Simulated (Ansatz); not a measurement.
The same redistribution along the group Mg, Zn, Cd.

Calculated with Ansatz (gas phase, PBE0-D4/def2-TZVP geometries, no zero-point term in ΔE). CBS: MP2 limit from def2 TZ/QZ plus the TZ coupled-cluster correction, frozen cores. Functionals use def2-TZVPP. Elements past krypton have def2 core potentials. For Cd, Mg, Zn outer-core shells are correlated without core-valence functions, which leaves a few kJ/mol of doubt a bond. Scalar relativity is left out up to krypton. One conformer a species, not always the lowest.

```
                                                     reaction  CCSD(T)/CBS(def2) (kcal/mol)
`C[S][Mg][F]` + `CB[SiH2]CC` → `C[CH2][Mg][F]` + `CB[SiH2]SC`                          16.0
`C[S][Zn][F]` + `CB[SiH2]CC` → `C[CH2][Zn][F]` + `CB[SiH2]SC`                           6.4
`C[S][Cd][F]` + `CB[SiH2]CC` → `C[CH2][Cd][F]` + `CB[SiH2]SC`                             ?
```

(1) Fill in the missing values. (Best estimate.)

Largest T1 diagnostic: 0.015, for `C[S][Zn][F]`.

Answers

(1) Computed: `C[S][Cd][F]` + `CB[SiH2]CC` → `C[CH2][Cd][F]` + `CB[SiH2]SC`: +5.5 kcal/mol.
